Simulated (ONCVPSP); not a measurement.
# Configuration tests for arsenic (ONCV)

* Element: arsenic (As)
* Generator: ONCVPSP 4.0.1
* Type: optimised norm-conserving Vanderbilt (ONCV)
* Functional: LDA (Perdew-Wang 92)
* Relativity: scalar-relativistic
* Frozen core: [Ar]
* Valence charge: 15
* Reference configuration: 3d10 4s1.75 4p3.25
* Partial waves: 4s: rc 1.75 bohr, ncon 5, nbas 9, qcut 3.2 1/bohr, 1 projector; 4p: rc 1.90 bohr, ncon 4, nbas 9, qcut 4.5 1/bohr, 2 projectors, debl 3 Ha; 3d: rc 0.90 bohr, ncon 5, nbas 10, qcut 19.1 1/bohr, 1 projector
* Local potential: polynomial inside 0.70 bohr (lpopt 5, dvloc0 4 Ha)
* Core correction: none

Energies are relative to the spin-unpolarised reference configuration 3d10 4s1.75 4p3.25; without spin polarisation the order of configurations can differ from experiment.

Question: Give the all-electron excitation energy and the error of the potential for: 3d10 4s2 4p3; 3d10 4s2 4p2; 3d10 4s2 4p1; 3d10 4s1 4p3.

Answer:

```json
{"valence configuration": "3d10 4s2 4p3", "charge": "0", "ΔE all-electron (eV)": "-2.348", "error AE − PS (meV)": "+0.2"}
{"valence configuration": "3d10 4s2 4p2", "charge": "+1", "ΔE all-electron (eV)": "6.972", "error AE − PS (meV)": "-1.1"}
{"valence configuration": "3d10 4s2 4p1", "charge": "+2", "ΔE all-electron (eV)": "25.129", "error AE − PS (meV)": "-0.4"}
{"valence configuration": "3d10 4s1 4p3", "charge": "+1", "ΔE all-electron (eV)": "17.137", "error AE − PS (meV)": "+0.4"}
```

Levels in the configuration 3d10 4s2 4p3:

```tsv
level	all-electron (eV)	pseudo (eV)
3d	-40.897	-40.889
4s	-14.700	-14.700
4p	-5.342	-5.342
```

Note: ghosts flagged at negative energy: s at -225.0 eV; GHOST(+) flagged for p at 97.3 eV. A true bound ghost makes a file unfit for plane-wave use.
